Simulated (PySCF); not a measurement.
Cartesian coordinates in Å; atom numbers follow the order of the lines, from 1:
```xyz
16

C     3.026   -0.499    0.638
C     2.018   -0.462   -0.472
O     2.214   -0.671   -1.624
O     0.785   -0.136    0.069
C    -0.360   -0.017   -0.673
O    -0.442   -0.177   -1.849
C    -1.498    0.352    0.254
C    -2.796    0.497   -0.522
Cl   -4.124    0.925    0.585
H     2.720   -1.235    1.379
H     4.002   -0.754    0.238
H     3.062    0.473    1.125
H    -1.586   -0.423    1.019
H    -1.242    1.284    0.763
H    -3.066   -0.437   -1.013
H    -2.721    1.289   -1.267
```

- shielding tensors at PBE0/pcSseg-1 (GIAO)
- coordinates at the GFN2-xTB level
- run in PySCF 2.14.0 with density-fitted response routines
- one averaged value for each set of equivalent atoms, a single conformation, no solvent, relativity neglected

δ = σ(ref) − σ, references computed at the same level: 13C (186.93 ppm), 1H (31.72 ppm) against TMS; 17O (336.08 ppm) vs H2O; HCl for 35Cl (949.78 ppm).

```csv
atoms,nucleus,count,δ (ppm)
O6,17O,1,483.7
H15/H16,1H,2,3.75
C7,13C,1,42.5
C1,13C,1,24.2
C2,13C,1,?
C8,13C,1,44.4
H10/H11/H12,1H,3,?
O3,17O,1,501.9
H13/H14,1H,2,?
C5,13C,1,?
O4,17O,1,308.0
Cl9,35Cl,1,72
```

Q: Estimate the values marked ?.

A: 
- C5: 171.4 ppm, anhydride carbonyl carbon; lone-pair donation from the attached heteroatom keeps it upfield of a ketone carbonyl
- C2: 169.5 ppm, anhydride carbonyl carbon; it is a carbonyl in resonance with an O or N lone pair, the region of acids, esters and amides
- H13/H14: 2.69 ppm, hydrogen on an sp3 CH2 α to a carbonyl; α to C=O
- H10/H11/H12: 2.12 ppm, hydrogen on a methyl carbon α to a carbonyl; α to C=O

Carbons that carry Cl, above all several Cl atoms, come out too deshielded, partly because spin–orbit coupling is missing. Shifts are as computed. Against solution values, carbons near 30 ppm lie about +3 ppm off and those near 130 ppm about +5 ppm; carbons on Cl a further +6 ppm. Of 1211 compounds with measured shifts, 218 miss one by over three times the rms of a fit or turn the order of signals round; such compounds aren't used in these exercises. Unscaled 17O shifts of doubly bonded oxygen tend to come out too high, by tens of ppm or more. Experimental scales use liquid or dissolved standards, which lie at an offset from isolated H2O (liquid H2O: subtract about 36 ppm).
